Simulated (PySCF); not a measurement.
## AsF3: PBE0 against B3LYP

Base calculation in PySCF with density fitting and no spin–orbit coupling, PBE0/def2-TZVP (no relativity): singlet, C3v, As–F 1.715 Å (×3); F–As–F 95.9° (×3); wavenumbers 259 (×2), 334, 705 (×2), 745 cm⁻¹; dipole moment 2.45 D, gap between the highest occupied and lowest empty levels 8.93 eV, polar-tensor charge of As 1.83 e, atomisation energy (no zero-point energy) 1323 kJ/mol.

Problem. What changes on going to B3LYP/def2-TZVP (no relativity)?

Solution. The point group stays the same. Changes: mean bond to As +0.015 Å, smallest bond angle +0.2 degrees, highest wavenumber -24 cm⁻¹, lowest wavenumber -7 cm⁻¹, dipole moment +0.16 D, gap between the highest occupied and lowest empty levels -0.52 eV, polar-tensor charge of As -0.01 e, atomisation energy (no zero-point energy) +18 kJ/mol. The new structure has As–F 1.730 Å (×3); F–As–F 96.1° (×3), with wavenumbers 252 (×2), 324, 681 (×2), 721 cm⁻¹.

Only the bonding shown was studied: isomers, or loss of a ligand pair, can lie lower.
